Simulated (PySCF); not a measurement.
Problem. Write Cartesian coordinates for `C[C@H](C(F)F)[C@@H](C)CF` as optimised with PBE0-D3(BJ)/def2-SVP.

Solution. 
```xyz
20
C6H11F3 angstrom
C      1.188   -0.872    0.921
C      0.770   -0.079   -0.312
C      1.563    1.213   -0.398
F      2.888    0.927   -0.454
F      1.252    1.878   -1.538
C     -0.747    0.163   -0.430
C     -1.480   -1.082   -0.920
C     -1.389    0.636    0.860
F     -0.734    1.730    1.384
H      1.006   -0.300    1.845
H      0.636   -1.821    0.994
H      2.259   -1.109    0.880
H      1.075   -0.639   -1.214
H      1.389    1.891    0.453
H     -0.888    0.956   -1.184
H     -1.360   -1.927   -0.222
H     -1.095   -1.401   -1.899
H     -2.559   -0.895   -1.032
H     -1.378   -0.163    1.622
H     -2.440    0.920    0.681
```

Any rigid rotation of these coordinates is as good. Atoms count from 1 in this order. The 3 C–F bonds span 1.356 Å (C3–F5, drawn single) to 1.378 Å (C8–F9, drawn single), a spread of 0.022 Å. Of the pairs four or more bonds apart, F9···H14 is among the closest relative to their van der Waals radii: 2.32 Å, 87 % of the sum of Bondi's values. The 5 C–C bonds span 1.517 Å (C6–C8, drawn single) to 1.541 Å (C2–C6, drawn single), a spread of 0.024 Å.

Bonds between heavy atoms (Å): C1–C2 1.524, C2–C3 1.518, C3–F4 1.357, C3–F5 1.356, C2–C6 1.541, C6–C7 1.525, C6–C8 1.517, C8–F9 1.378.

Method: PySCF 2.14.0, PBE0-D3(BJ)/def2-SVP geometry optimisation, gas phase.

Point group: C1 (no symmetry element, even within 0.4 Å). Not checked by PBE0-D3(BJ)/def2-SVP frequencies. The numbers are those of one conformer (C1–C2–C3–F4 59°, C1–C2–C6–C7 -77°, C2–C6–C8–F9 52°).

On one thread of an Arm Neoverse V1, on a shared host, this took 2.4 min and 0.75 GiB of memory at its peak. That covers the optimisation of the geometry.
